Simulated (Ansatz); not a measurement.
Geometry optimisation, RKS BLYP-D4/def2-SVP in Ansatz 0.2.0.

The input (input.yaml):

```yaml
crystal:
  periodic: [false, false, false]
  atoms:
    - { symbol: C, position_ang: [2.7739, 0.2271, 0.9436] }
    - { symbol: O, position_ang: [1.413, 0.7095, 1.2676] }
    - { symbol: C, position_ang: [0.4907, 0.2204, 0.3983] }
    - { symbol: C, position_ang: [-0.2178, -0.2098, -0.3579] }
    - { symbol: O, position_ang: [-1.173, -0.7261, -1.2329] }
    - { symbol: Si, position_ang: [-2.7643, -0.2852, -0.9676] }
    - { symbol: H, position_ang: [3.0377, 0.6232, -0.063] }
    - { symbol: H, position_ang: [2.8356, -0.803, 0.98] }
    - { symbol: H, position_ang: [3.4299, 0.7147, 1.6985] }
    - { symbol: H, position_ang: [-2.9276, 1.1741, -1.031] }
    - { symbol: H, position_ang: [-3.2286, -0.7718, 0.3886] }
    - { symbol: H, position_ang: [-3.5924, -0.9281, -1.9901] }
basis:
  gaussian: { orbitals: def2-SVP }
hamiltonian:
  xc: blyp
  dispersion: d4
relax:
  f_tol: 0.02
  max_steps: 50
```

Command:

```bash
$ ansatz run input.yaml --threads 2 --pin off --max-ram 3072MiB --backend cpu --events-out ev --progress --plain --runs-dir out
```

Task: Where does it end, and by what steps?

Result: The run converged. After 8 steps the energy has fallen by 0.906 eV; H10 moved furthest, 0.17 Å. The start is strongly strained (largest force component 10 eV/Å).

```csv
step,energy less start (eV),largest force component (eV/Å),accepted
0,0.0000,10.099,yes
1,-0.8402,1.529,yes
2,-0.8933,0.439,yes
3,-0.8962,0.284,yes
4,-0.9028,0.106,yes
5,-0.9036,0.059,yes
6,-0.9056,0.038,yes
7,-0.9058,0.059,yes
8,-0.9059,0.002,yes
```

```xyz
12
Properties=species:S:1:pos:R:3
C 2.840 0.260 0.954
O 1.492 0.699 1.241
C 0.566 0.238 0.418
C -0.286 -0.190 -0.346
O -1.217 -0.647 -1.169
Si -2.880 -0.286 -0.964
H 3.154 0.593 -0.058
H 2.914 -0.846 1.014
H 3.487 0.724 1.721
H -3.092 1.194 -1.054
H -3.349 -0.792 0.365
H -3.553 -1.001 -2.088
```

Time of the run: 9 s on 2 threads of AMD EPYC 9R45 96-Core Processor (Zen 5), on a shared host, peak memory 0.17 GiB.
